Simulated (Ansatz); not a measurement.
Coupled-cluster diagnostics for NbO2, Ansatz.

Geometry of the doublet (PBE0-D4/def2-TZVP):

```xyz
3

Nb    0.320    1.049   -0.378
O    -0.843   -0.354    0.085
O     0.523   -0.695    0.293
```

In the def2 sets Nb takes a core potential; there is no spin–orbit coupling. Correlated methods freeze 2 core orbitals; core or outer-core shells of Nb are correlated, in sets that lack core-valence functions. In CCSD on the charge 0 doublet the largest single amplitude is 0.16, so its Hartree–Fock determinant may place the open shell otherwise than the density functionals do. The structure holds 1 bond(s) between oxygen atoms. No other spin state of charge 0 was run. The geometry of the doublet was relaxed on an unsound state (⟨S²⟩ 1.52, where a pure state has 0.75). Another isomer (doublet) lies 5.13 eV lower at PBE0-D4/def2-TZVP; other spin states weren't run for this one.

Q: Estimate the CCSD(T) correlation energy, the shares of MP2 and (T), T1 and the reference's ⟨S²⟩ for: charge 0, doublet, own geometry in def2-TZVPP; and the rough time on 4 threads of AMD EPYC 9R45 on a shared host.

A: 
| state | basis | correlation (eV) | MP2 share (%) | (T) share (%) | T1 | ⟨S²⟩ (pure) | wall time | remarks |
| --- | --- | --- | --- | --- | --- | --- | --- | --- |
| charge 0, doublet, own geometry | def2-TZVPP | -24.425 | 95.2 | 5.4 | 0.055 | 1.67 (0.75) | 14 s | flagged by the program, large T1 (0.055), spin-contaminated (⟨S²⟩ 1.67) |
Customary marks for T1 are 0.02 (closed shells), 0.045 (open shells) and about 0.05 (3d metals). T1 exceeds 0.02 in 1 of 1 rows and 0.045 in 1; the higher it lies, the less the single-reference result can be trusted.
